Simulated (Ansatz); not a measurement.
`CC(C)[CH2][AlH2]` + `NB(O)F` → `OB(F)[NH][AlH2]` + `CC(C)C`  (ligand exchange at the Al–C bond)

Calculated with Ansatz (gas phase, PBE0-D4/def2-TZVP geometries, no zero-point term in ΔE). CCSD(T)/CBS adds triple-zeta CCSD(T) − MP2 to the extrapolated MP2 energy (def2 sets, frozen cores). DFT in def2-TZVPP. Each species was taken in one conformer, which may not be the lowest.

```tsv
level	ΔE (eV)
B97M-V	-1.25
r2SCAN0-D4	-1.23
ωB97X-V	-1.22
B2PLYP	-1.28
BHLYP	-1.31
HF/def2-SVP	-1.39
CCSD(T)/def2-TZVPP	-1.26
CCSD/CBS(def2)	-1.24
```

(1) What does CCSD(T)/CBS give? (Estimate.)

Largest T1 diagnostic among the species: 0.012.

Answers

(1) Computed: -1.23 eV. The listed levels differ from it by -0.02, 0.00, 0.01, -0.05, -0.08, -0.16, -0.03, -0.01 eV.

Leaving LDA and LC-ωPBE aside and taking each functional with its dispersion term where it has one, the values, not all of them listed here, spread over 0.15 eV, from B2PLYP to revPBE-D4. LDA lies +0.04 eV from PBE without D4. At CCSD(T), def2-SVP lies −0.09 eV from the extrapolated value and def2-TZVPP −0.03 eV. The D4 term adds +0.04 eV with B3LYP and +0.02 eV with PBE0; it sums over pairs of atoms, weighted by their polarisabilities, and B3LYP, whose exchange is more repulsive, gets the larger term.

B3LYP here is the variant with VWN-RPA as its local correlation; programs differ in this.
